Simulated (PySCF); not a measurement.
Ionising GeO

PBE0; PySCF, no relativity, basis sets Ge def2-TZVPPD, O def2-TZVPPD. Neutral (UKS): singlet (closed shell), Re = 1.623 Å, ωe = 1026 cm⁻¹, De = 6.62 eV, HOMO -8.56 eV, LUMO -2.11 eV.

GeO⁺ (UKS): doublet (π ↑), Re = 1.773 Å, ωe = 752 cm⁻¹, De = 3.80 eV to Ge⁺ + O. The energies at the minima are -2151.91802 hartree for GeO and -2151.52260 for GeO⁺.

Task: Work out the adiabatic ionisation energy, without and with harmonic zero-point energies (1 hartree = 27.2114 eV, 1 eV = 8065.5 cm⁻¹), and the change of the bond length.

Result: At PBE0: 0.39542 hartree = 10.760 eV between the minima; the zero-point term (752.0 − 1026.0)/2 cm⁻¹ = -0.017 eV makes it 10.743 eV. Re changes by +15.0 pm against the neutral. Minus the HOMO energy is 8.56 eV, -2.20 eV from the value between the minima; self-interaction puts the Kohn–Sham level too high, less so with exact exchange. The electron leaves a π orbital; in so polar a molecule the change of length follows mostly from the change of the ionic charges.

Spin–orbit coupling is left out. For an ion De counts to the pair picked by the measured ionisation energies or electron affinities, which need not be the lowest pair at this level. States were picked by a PBE0 search and need not be the measured ground states.
